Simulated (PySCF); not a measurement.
O2S, triplet, geometry from GFN2-xTB (a higher spin typed on purpose: for a closed-shell molecule this is an excited state). Base run: PySCF with M062X/aug-cc-pVDZ.

PySCF was given this input:
```python
from pyscf import gto, scf, dft, solvent

mol = gto.Mole()
mol.atom = '''
    O    -1.271535    0.423255   -0.005644
    S    -0.014197   -0.373744    0.018905
    O     1.299930    0.324234   -0.032166
'''
mol.basis = 'aug-cc-pvdz'
mol.charge = 0
mol.spin = 2
mol.verbose = 4
mol.build()

mf = dft.UKS(mol)
mf.xc = 'm062x'
mf.kernel()
mf.analyze()
```

The base run was repeated with changes; each row names its change, and settings that it needs were set with it.

```csv
change,ΔE vs base (kcal/mol),dipole (D)
base,0.000,1.42
model = IEF-PCM; solvent = n-hexane,-1.04,1.57
model = IEF-PCM; solvent = water,-2.96,1.86
model = SS(V)PE; solvent = n-hexane,-1.04,1.57
model = ddCOSMO; solvent = n-hexane,-1.13,1.59
model = IEF-PCM; solvent = n-hexane; vdw_scale = 1.4,-0.560,1.52
model = COSMO; solvent = n-hexane,-1.00,1.56
model = IEF-PCM; solvent = n-hexane; vdw_scale = 1.0,-2.35,1.67
model = IEF-PCM; solvent = n-hexane; vdw_scale = 1.1,-1.51,1.61
model = IEF-PCM; solvent = n-hexane; r_probe = 0.5,-0.437,1.50
model = IEF-PCM; solvent = methanol,-2.87,1.85
model = IEF-PCM; solvent = 2-propanol,-2.77,1.83
```

The base is the gas phase, so ΔE is the electrostatic part of solvation at a fixed geometry, without cavity and dispersion terms.

Open shells are given as the SCF converged; they aren't shown to be the lowest states, and a large step between rows can be another state.
